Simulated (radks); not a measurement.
Excited configurations of the dysprosium ion Dy22+: one electron is placed in a higher orbital outside [Kr] 4d7. The ground configuration is [Kr] 4d8. Calculated with a radial shooting solver on a logarithmic mesh with Libxc functionals: Dirac Kohn-Sham, BLYP, spin-unpolarised, spherical densities, finite nucleus; open shells are shared between the two j in proportion to 2j + 1; Fermi nuclear charge, rms radius 5.2218 fm. Excitation = E - E(ground); binding = E(ion) - E, where the ion is the core of charge +23; n* = 23/sqrt(2 binding) in atomic units. These energies are relativistic, and a one-electron ion of charge +23 with no core already has n* below n in this formula (Dirac formula, point nucleus, mean over j: 4f 3.999, 5p 4.993, 6s 5.988, 6p 5.992, 6d 5.996, 6f 5.998, 7s 6.987, 7p 6.992, 7f 6.997). The quantum defect is therefore taken as that value minus n*, so that it holds no relativistic shift of the bare ion. Eigenvalue and <r> are those of j = l + 1/2.

outer orbital,excitation (eV),binding (eV),quantum defect,eigenvalue (eV)
4f,159.08,590.17,0.506,-568.28
5p,276.94,472.30,1.089,-455.42
6s,430.66,318.59,1.235,-311.96
6p,452.18,297.07,1.070,-288.25
6d,483.16,266.08,0.795,-259.49
6f,515.57,233.68,0.448,-227.85
7s,532.18,217.07,1.229,-212.32
7p,544.53,204.72,1.063,-198.73
7f,581.40,167.85,0.449,-163.83

The Delta-SCF ionisation energy is 749.25 eV (NIST Atomic Spectra Database: 743 eV, theoretical). Self-interaction in the functional shifts the binding energies and quantum defects, so they are the method's values and not measured ones. Spin polarisation and multiplet splitting are left out, so open shells lie too high by an amount that depends on their filling. Sharing an open shell by 2j + 1 raises it above the true ground level by a part of the spin-orbit splitting, which enters the differences from NIST.

Beside tabulated values, note that spin-unpolarised runs miss the spin-polarisation part of the exchange energy of open shells.
